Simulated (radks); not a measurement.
Values are calculated unless marked as measured or tabulated.
Spherical jellium clusters: N electrons in a uniform positive sphere of charge N and radius rs N^(1/3), rs = 2.18 bohr. Level of theory: non-relativistic Kohn-Sham, exchange-only LDA, spin-polarised, spherical densities (a radial shooting solver with Libxc functionals). Levels are named by radial order and angular momentum (1s, 1p, 1d, 2s, ...), and open shells are averaged over m.

N = 26, configuration 1s2 1p6 1d10 2s2 1f(up 6, down 0). This is the lowest configuration that the search found. Occupied and some empty levels:

level,occupation,eigenvalue (eV),<r> (bohr)
1s up,1,-10.859,3.870
1s down,1,-10.443,3.608
1p up,3,-8.5097,4.726
1p down,3,-7.7478,4.545
1d up,5,-5.7245,5.393
2s up,1,-4.8346,4.826
1d down,5,-4.7435,5.290
2s down,1,-4.1848,4.871
1f up,6,-2.6653,6.100
2p up,0,-1.9056,6.590
1f down,0,-1.5793,6.123
2p down,0,-1.2284,6.791
2d up,0,-0.030732,11.46

Energy (eV): total 13.9435, kinetic 134.53, external -3291.5, Hartree 1590.4, exchange-correlation -128.48, background 1709.0.
